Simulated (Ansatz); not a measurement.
Mulliken charges of C$_{2}$H$_{5}$ClSSi (`C=C(Cl)S[SiH3]`) from PBE/def2-TZVPP in Ansatz (PBE0-D4/def2-TZVP geometry).

```
atom   x (Å)   y (Å)   z (Å)  charge (e)
  C1  -1.142   1.654   0.971      -0.213
  C2  -0.165   1.003   0.355       0.107
 Cl3   1.437   0.990   1.019      -0.076
  S4  -0.399   0.201  -1.192      -0.144
 Si5   0.701  -1.623  -0.914       0.210
  H6  -0.955   2.215   1.877       0.108
  H7  -2.144   1.635   0.564       0.102
  H8   0.257  -2.446  -2.066      -0.038
  H9   0.327  -2.265   0.369      -0.029
 H10   2.166  -1.416  -0.979      -0.027
```

Q: By hand: the dipole of these point charges (1 e Å = 4.8032 D).

A: Σ q r = (-0.079, -0.087, 0.088) e Å, of length 0.147 e Å = 0.71 D.

Q: How does the dipole of the full density compare? (Best estimate.)

A: Ansatz gave: (-0.089, -0.070, 0.076) e Å, 0.66 D; the point charges give 1.08 times that, at 8° from its direction.

Point charges leave out the atoms' own dipoles, such as those of lone pairs, and Mulliken's split depends on the basis, so the close match here is no proof of good charges.
